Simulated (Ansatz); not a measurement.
Job for Ansatz (a quantum-chemistry and plane-wave program): U-CCSD(T)/cc-pVDZ on N-methylmethanimine (SMILES C=NC), a point of a bond scan (R = 1.638 Å).

Ansatz 0.2 input:
```yaml
crystal:
  periodic: [false, false, false]
  atoms:
    - {symbol: C, position_ang: [1.09069108, -0.37559261, -0.00393688]}
    - {symbol: N, position_ang: [-0.03957995, 0.49981348, 0.22469474]}
    - {symbol: C, position_ang: [-1.18031655, 0.10627319, -0.13438406]}
    - {symbol: H, position_ang: [2.18764484, 0.40557255, -0.93665929]}
    - {symbol: H, position_ang: [1.57679907, -0.58337547, 0.95167335]}
    - {symbol: H, position_ang: [0.82081943, -1.32611686, -0.48490084]}
    - {symbol: H, position_ang: [-1.36081453, -0.86665491, -0.61180338]}
    - {symbol: H, position_ang: [-2.04398507, 0.74818524, 0.02784514]}
basis:
  gaussian:
    orbitals: cc-pVDZ
correlation: {method: ccsd_t, electrons: outside_noble_gas}
scf: {omitted_lower_state_checks: [cluster_reference]}
magnetization: {spin_polarized: true, initial_magnetization: 0}
```

The head of its log:

```
WARN ansatz: RAYON_NUM_THREADS=1 ignored (pool sized by the plan → 1); use --threads N
Functional definition: HF
these checks for a lower state are left out or cut short: cluster_reference
integrals: 0.06 GiB planned
617 factors; integrals over basis functions are off by at most 9.9e-4 eV
mean field: 0.15 GiB planned
mean field evaluation 1: about -3616.9872 eV, gradient 1.6e1 eV
mean field evaluation 2: about -3617.1383 eV, gradient 1.6e1 eV
mean field evaluation 4: about -3618.8064 eV, gradient 2.8e0 eV
mean field evaluation 8: about -3618.8550 eV, gradient 1.5e-1 eV
mean field evaluation 16: about -3618.8687 eV, gradient 5.1e-1 eV
mean field evaluation 32: about -3618.8703 eV, gradient 6.3e-2 eV
mean field -3618.87104367 eV, -132.9910578959 hartree, gradient 2.9e-6 eV, S^2 0.172240; 5 other end points of the search recorded, 0 dependent functions left out
3 core orbitals not correlated
reference -3618.87104367 eV, -132.9910578959 hartree; 9, 9 occupied and 55, 55 virtual orbitals, 617 factors
```

Problem. Give the final energy of this run.

Solution. -133.4972 hartree (reference determinant -132.9911, T1 diagnostic 0.039). Its determinant has ⟨S²⟩ = 0.17, a mixture of spin states.
